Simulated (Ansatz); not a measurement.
The cluster NiF₂. Total charge 0; triplet. Geometry r2SCAN-D4/def2-TZVP; atoms count from 1.

```xyz
3

Ni    0.000    0.000    0.000
F     1.002    0.893   -1.054
F    -1.002   -0.893    1.054
```

The structure comes from a short search, and lower isomers may exist.

Question: Estimate the Mulliken populations from the PBE0/def2-TZVP orbitals of Ansatz.

Answer: 
| atom | charge (e) | spin (α − β) | d electrons |
| --- | --- | --- | --- |
| Ni1 | 0.96 | 1.70 | 8.28 |
| F2 | -0.48 | 0.15 | – |
| F3 | -0.48 | 0.15 | – |
Mulliken values depend strongly on the basis.

Question: Where does the spin sit?

Answer: Summed by element: Ni 1.70, F 0.30, of 2 unpaired in all. Largest on single atoms: Ni1 1.70, F3 0.15, F2 0.15.

Question: And the Mayer bond orders between heavy atoms (over 0.3)?

Answer: Ni1–F2 0.91 (1.71 Å); Ni1–F3 0.91 (1.71 Å).
